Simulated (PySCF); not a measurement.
Species: C₁₁H₁₂O₂.
InChI=1S/C11H12O2/c12-7-9-5-1-3-8-4-2-6-10(13)11(8)9/h1,3,5,12H,2,4,6-7H2

Theory: PySCF, TDDFT CAM-B3LYP/def2-SVPD, vertical, gas phase, core orbitals frozen in the response. Isolated species at its PBE0-D3(BJ)/def2-SVP geometry (one conformer only).

Question: List the vertical singlet excitations with oscillator strengths and describe the spectrum.

Answer: 

| state | E (eV) | E (kJ/mol) | λ (nm) | f | \|μ\| (D) | main configurations (H = HOMO, L = LUMO) |
| --- | --- | --- | --- | --- | --- | --- |
| S1 | 3.98 | 384 | 311.7 | 0.0004 | 0.16 | H-3→L (34%), H-2→L (31%), H-1→L (23%) |
| S2 | 4.67 | 451 | 265.2 | 0.051 | 1.69 | H→L (85%) |
| S3 | 5.11 | 493 | 242.8 | 0.067 | 1.86 | H-1→L (68%), H-3→L (20%) |
| S4 | 5.23 | 505 | 237.0 | 0.118 | 2.44 | H-2→L (54%), H-3→L (37%) |
| S5 | 6.40 | 618 | 193.7 | 0.248 | 3.20 | H-2→L+1 (43%), H-1→L+1 (22%), H→L+1 (12%) |
| S6 | 6.43 | 621 | 192.8 | 0.323 | 3.64 | H→L+1 (67%), H-1→L+1 (19%) |
| S7 | 6.50 | 627 | 190.8 | 0.116 | 2.17 | H-1→L+1 (44%), H-2→L+1 (33%), H→L+1 (8%) |
| S8 | 6.58 | 635 | 188.3 | 0.0005 | 0.14 | H-4→L (75%), H-5→L (10%) |
| S9 | 6.89 | 665 | 179.8 | 0.0020 | 0.28 | H-3→L+1 (88%) |
| S10 | 6.97 | 672 | 178.0 | 0.0076 | 0.54 | H-5→L (25%), H-6→L (22%), H-4→L (10%) |

Triplets, Tamm–Dancoff:

```tsv
state	E (eV)	λ (nm)	main configurations (H = HOMO, L = LUMO)
T1	3.52	352.1	H-2→L (64%), H-3→L (20%)
T2	3.60	344.8	H-1→L (51%), H-3→L (18%), H-2→L (12%)
T3	3.89	318.6	H→L (90%)
T4	4.50	275.6	H→L+1 (78%)
```

The lowest singlet lies at 3.98 eV (312 nm, ultraviolet) and is dark (f under 0.0005); its leading configuration is HOMO-3→LUMO (34%). The strongest level in the table is S6 at 6.43 eV (193 nm, f = 0.323). Löwdin shares by element: HOMO carbon 70% or more (atoms not listed hold the other 30%); LUMO carbon 43% or more, oxygen 17% or more (atoms not listed hold the other 40%). Weighted by f, the mean energy of these states is 6.09 eV. Orbital energies (eV): HOMO-3 -9.22, HOMO-2 -8.89, HOMO-1 -8.84, HOMO -8.60, LUMO -0.94, LUMO+1 0.47, LUMO+2 1.11. The listed states span 2.99 eV, and the widest gap between neighbours is 1.17 eV (S4 to S5). Singlets were solved by full linear response, triplets in the Tamm–Dancoff approximation.
